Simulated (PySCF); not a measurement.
Compound: AlAsH6.
SMILES with atom numbers: `[AlH3-:1][AsH3+:2]` (hydrogens: H3, H4, H5 on Al1; H6, H7, H8 on As2)

Cartesian coordinates in Å at the PBE0-D3(BJ)/def2-SVP level; atoms count from 1:
```xyz
8
AlAsH6 angstrom
Al    -1.5212   -0.0178   -0.0292
As     1.1048    0.0094    0.0105
H     -1.6671   -0.6080   -1.5100
H     -1.7101   -1.0039    1.2170
H     -1.7106    1.5558    0.1950
H      1.8330    0.5016    1.2388
H      1.8608    0.8275   -1.0093
H      1.8655   -1.2837   -0.1652
```

Jobs on this species (8 atoms, 52 electrons) with PySCF (density fitting). Hardware of each: one thread of an Arm Neoverse V2, shared host. The host was shared with other jobs, so the times are rough. Peak memory is the resident size of the whole Python process, interpreter and libraries included.

```
                                                                 level and settings                                                          work  basis functions  SCF cycles  wall time  peak memory
     delta-SCF UKS PBE, pcX-2 on the ionised atom, pcseg-1 elsewhere, spin-free X2C                                 ΔSCF core ionisation, 2 holes              117           ?          ?            ?
    delta-SCF UKS SCAN, pcX-2 on the ionised atom, pcseg-1 elsewhere, spin-free X2C                                 ΔSCF core ionisation, 2 holes              117           ?          ?            ?
    delta-SCF UKS SCAN, pcX-1 on the ionised atom, pcseg-1 elsewhere, spin-free X2C                                 ΔSCF core ionisation, 2 holes               97          23      3.3 s     0.37 GiB
      delta-SCF UKS HF, pcX-2 on the ionised atom, pcseg-1 elsewhere, spin-free X2C                                 ΔSCF core ionisation, 2 holes              117          22      3.1 s     0.37 GiB
                                                 PBE0-D3(BJ)/def2-SVP, grid level 1  geometry optimisation from a GFN2-xTB start shaken at random               80          88       27 s     0.34 GiB
   delta-SCF UKS B3LYP, pcX-2 on the ionised atom, pcseg-1 elsewhere, spin-free X2C                                 ΔSCF core ionisation, 2 holes              117          21      5.2 s     0.37 GiB
    delta-SCF UKS PBE0, pcX-2 on the ionised atom, pcseg-1 elsewhere, spin-free X2C                                 ΔSCF core ionisation, 2 holes              117          21      5.0 s     0.37 GiB
 delta-SCF UKS SCAN, pcX-2 on the ionised atom, pcseg-1 elsewhere, non-relativistic                                 ΔSCF core ionisation, 2 holes              117          24      4.2 s     0.37 GiB
delta-SCF UKS SCAN, def2-TZVP on the ionised atom, pcseg-1 elsewhere, spin-free X2C                                 ΔSCF core ionisation, 2 holes               94          22      3.7 s     0.37 GiB
```

Question: Fill in the missing figures.

Answer: 
- delta-SCF UKS PBE, pcX-2 on the ionised atom, pcseg-1 elsewhere, spin-free X2C; ΔSCF core ionisation, 2 holes: 3.0 s, 0.37 GiB, 23 SCF cycles
- delta-SCF UKS SCAN, pcX-2 on the ionised atom, pcseg-1 elsewhere, spin-free X2C; ΔSCF core ionisation, 2 holes: 4.4 s, 0.35 GiB, 23 SCF cycles

Question: What do all jobs in the table cost together?

Answer: About 59 s; the longest takes about 46 % of that, and about 9 times as long as the shortest.
